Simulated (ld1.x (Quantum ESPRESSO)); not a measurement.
## Transferability test, TM potential for carbon

* Element: carbon (C)
* Generator: ld1.x (Quantum ESPRESSO) 7.5
* Type: norm-conserving Troullier–Martins (Kleinman–Bylander form)
* Functional: PBEsol
* Relativity: non-relativistic
* Frozen core: [He]
* Valence charge: 4
* Reference configuration: 2s1 2p3
* Partial waves: 2p (bound): rc 1.40 bohr; 3d channel at 0.1 Ry: rc 1.20 bohr; 2s (bound): rc 0.80 bohr
* Local potential: the s channel
* Core correction: none

Energies are relative to the spin-unpolarised reference configuration 2s1 2p3; without spin polarisation the order of configurations can differ from experiment. The frozen-core shift is the all-electron ΔE with the core orbitals held at their reference shape minus the fully relaxed ΔE.

```
valence configuration  charge  ΔE all-electron (eV)  error AE − PS (meV)  frozen-core shift (meV)
              2s2 2p2       0                -8.412                  +16                     +0.4
              2s2 2p0      +2                26.402                 +202                     +3.2
              2s1 2p0      +3                74.345                 +373                      +17
            2s2 2p1.5    +0.5                -4.477                  +27                     +0.4
              2s0 2p4       0                 8.431                  +10                     +0.4
              2s1 2p2      +1                11.077                 +3.4                     +0.2
```

Problem. What are ΔE and the potential's error for 2s2 2p1?

Solution. ΔE = 2.381 eV all-electron; the error (AE − PS) is +50 meV.

Levels in the configuration 2s2 2p1.5:

| level | all-electron (eV) | pseudo (eV) |
| --- | --- | --- |
| 2s | -19.246 | -19.256 |
| 2p | -10.652 | -10.621 |
